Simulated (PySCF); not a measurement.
Core-level binding energies of Si(GeH3)H3

Species: Si(GeH3)H3.
Bonds: Si1–Ge2. Hydrogens: H6, H7, H8 on Si1; H3, H4, H5 on Ge2.

Method: delta-SCF UKS SCAN, pcX-2 on the ionised atom, pcseg-1 elsewhere, spin-free X2C (PySCF). Each binding energy is the total energy of the core-ionised species, with the hole localised on one atom, minus that of the ground state; both are solved self-consistently, so orbital relaxation is included.

Give the core binding energies atom by atom.

```
atom(s)                   environment     level  binding energy (eV)  2p1/2 (eV)  count
    Si1  silicon bonded to Ge and 3 H  Si 2p3/2               106.70      107.32      1
    Si1  silicon bonded to Ge and 3 H     Si 1s              1846.43           –      1
```

Which photon energy gives electrons from Si 2p3/2 of Si1 a kinetic energy of 50 eV, and what is their de Broglie wavelength?

hν = 106.70 + 50 = 156.70 eV, recoil neglected; λ = 12.264 Å/√(E/eV) = 1.73 Å.

Spin–orbit and ligand-field terms were added within each 2p shell after the spin-free SCF. 2p1/2 minus 2p3/2 (ligand field included): Si 0.62 eV. No level of germanium is listed. Isolated species at its PBE0-D3(BJ)/def2-SVP geometry, gas phase.

On one thread, Arm Neoverse V1 (shared host), this took 5.4 s.
